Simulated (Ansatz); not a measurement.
A calculation with Ansatz (development build ahead of 0.2.0).

```yaml
crystal:
  periodic: [false, false, false]
  atoms:
    - { symbol: Al, position_ang: [-0.32536, -0.09574, -0.05783] }
    - { symbol: Cl, position_ang: [-0.96035, 1.15477, -1.5164] }
    - { symbol: Cl, position_ang: [1.96393, 0.53443, 0.3384] }
    - { symbol: Cl, position_ang: [-0.67363, -1.6164, 1.23085] }
basis:
  gaussian: { orbitals: def2-SVP }
total_charge: 1
magnetization:
  spin_polarized: true
  initial_magnetization: 1
hamiltonian:
  xc: hf
output:
  forces: true
```

The input is written out in the form of the current development build from the run's settings.

Output:

```
Converged                       : yes
Total energy                    : -1619.74041 hartree
Spin squared of the determinant : 0.757
Stability test                  : minimum
```

Forces (eV/Å):
| atom | Fx | Fy | Fz |
| --- | --- | --- | --- |
| Al1 | 0.000 | 0.000 | 0.000 |
| Cl2 | 0.000 | 0.000 | 0.000 |
| Cl3 | 0.000 | 0.000 | 0.000 |
| Cl4 | 0.000 | 0.000 | 0.000 |
